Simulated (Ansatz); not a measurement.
```xyz
9

C    -0.6686   -1.3862    0.5185
Se   -1.4798    0.3250    0.0265
Ge    0.4951    1.3572   -0.6385
Cl    1.8522    1.5112    1.0411
H     0.0628   -1.2344    1.3093
H    -0.2100   -1.8537   -0.3505
H    -1.4807   -2.0118    0.8848
H     0.1781    2.7779   -1.1153
H     1.2510    0.5149   -1.6759
```

The species carries charge 0 and has multiplicity 1.

Question: List the CAM-B3LYP/def2-TZVPP orbital energies in eV (Ansatz 0.2.0). (An estimate is asked.)

Answer: The calculation gave: Occupied: -12352.89, -10853.29, -2764.09, -1582.07, -1420.29, -1420.27, -1420.20, -1357.49, -1208.46, -1208.44, -1208.42, -279.75, -258.86, -214.66, -197.91, -197.76, -197.76, -172.31, -158.79, -158.69, -158.49, -122.66, -122.59, -122.54, -59.61, -59.60, -59.42, -59.35, -59.32, -36.24, -36.19, -36.14, -36.09, -36.07, -24.36, -23.04, -19.74, -16.89, -13.86, -13.80, -12.42, -12.02, -11.39, -10.80, -10.16, -9.62, -8.16. Lowest empty: 0.27, 1.16, 1.33, 1.67, 2.66, 3.16, 3.91, 4.01.
